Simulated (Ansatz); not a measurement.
Relaxation of Na3Pb with UKS PBE-D4/def2-TZVP.

```sh
$ ansatz run in.yaml --threads 4 --pin off --events-out ev --progress --plain --max-ram 3916MiB
```

```yaml
crystal:
  periodic: [false, false, false]
  atoms:
    - {symbol: Na, position_ang: [0.437650, -0.453930, 1.786500]}
    - {symbol: Na, position_ang: [-0.766450, -1.492660, -0.888730]}
    - {symbol: Na, position_ang: [1.547800, 0.587500, -0.922940]}
    - {symbol: Pb, position_ang: [-1.219000, 1.359090, 0.025160]}
basis:
  gaussian: {orbitals: def2-TZVP}
magnetization: {spin_polarized: true, initial_magnetization: 1}
hamiltonian: {xc: pbe, dispersion: d4}
scf: {lower_state_search: "off"}
output: {orbitals: {seedname: orbitals}}
relax: {f_tol: 0.02, max_steps: 100}
```

It took 6 s on 4 threads of AMD EPYC 9R45 on a shared host.

Positions (Å) and forces (eV/Å) at steps 1, 2, 3, 4, 5, 7, 8 of 8:

```xyz
4
step=1 energy=-18489.2770 eV
Na    0.438   -0.454    1.786    0.143    0.098    0.664
Na   -0.766   -1.493   -0.889   -0.408   -0.354   -0.462
Na    1.548    0.588   -0.923    0.343    0.231   -0.214
Pb   -1.219    1.359    0.025   -0.078    0.025    0.011
4
step=2 energy=-18489.4141 eV
Na    0.462   -0.413    1.879    0.095    0.091    0.437
Na   -0.834   -1.522   -0.970   -0.274   -0.216   -0.321
Na    1.587    0.610   -0.941    0.211    0.140   -0.130
Pb   -1.216    1.325    0.032   -0.032   -0.016    0.014
4
step=3 energy=-18489.5496 eV
Na    0.510   -0.325    2.041    0.040    0.083    0.176
Na   -0.946   -1.562   -1.127   -0.113   -0.053   -0.160
Na    1.643    0.632   -0.964    0.056    0.032   -0.037
Pb   -1.207    1.254    0.049    0.016   -0.062    0.020
4
step=4 energy=-18489.6084 eV
Na    0.569   -0.212    2.189    0.009    0.071    0.047
Na   -1.034   -1.574   -1.300   -0.033    0.026   -0.072
Na    1.667    0.614   -0.968   -0.005   -0.017    0.000
Pb   -1.203    1.172    0.079    0.030   -0.080    0.026
4
step=5 energy=-18489.6394 eV
Na    0.632   -0.057    2.298    0.038    0.018    0.069
Na   -1.083   -1.527   -1.484   -0.021   -0.030   -0.066
Na    1.639    0.538   -0.945    0.075   -0.020   -0.029
Pb   -1.187    1.046    0.130   -0.091    0.031    0.026
4
step=7 energy=-18489.6687 eV
Na    0.770    0.254    2.489    0.007    0.005    0.006
Na   -1.190   -1.426   -1.845    0.000   -0.003   -0.011
Na    1.646    0.375   -0.888    0.009   -0.006   -0.002
Pb   -1.225    0.797    0.244   -0.016    0.004    0.008
4
step=8 energy=-18489.6696 eV
Na    0.801    0.332    2.520   -0.003    0.000   -0.006
Na   -1.210   -1.392   -1.926    0.003    0.006    0.006
Na    1.644    0.330   -0.869   -0.001   -0.002    0.000
Pb   -1.235    0.730    0.275    0.001   -0.004    0.000
```

In the def2 sets Pb takes a core potential; there is no spin–orbit coupling. The relaxation made no stability test and no search for a lower SCF solution. The structure comes from a short search, and lower isomers may exist.
